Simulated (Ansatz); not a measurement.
Molecule: YF3 (charge 0, singlet). SMILES: [F][Y]([F])[F]
Geometry: optimised at B3LYP-D3(BJ)/def2-TZVP (Ansatz, a program for electronic structure).

Parts of the frozen-core correlation energy in def2-SVP (Ansatz, hartree). Frozen orbitals: 7; correlated occupied orbitals by spin: 12 and 12; virtual: 54 and 54. No spin-orbit coupling. In def2 rows, elements after Kr have scalar-relativistic effective core potentials.

```csv
term,value
reference (HF),-336.22398
MP2 opposite-spin,[?]
MP2 same-spin,-0.17803
CCSD correlation,[?]
(T),[?]
T1 diagnostic,0.018
largest doubles amplitude,0.018
```

Question: What belongs in the gaps?

Answer: 
- MP2 opposite-spin, value: -0.45378
- CCSD correlation, value: -0.62940
- (T), value: -0.00990
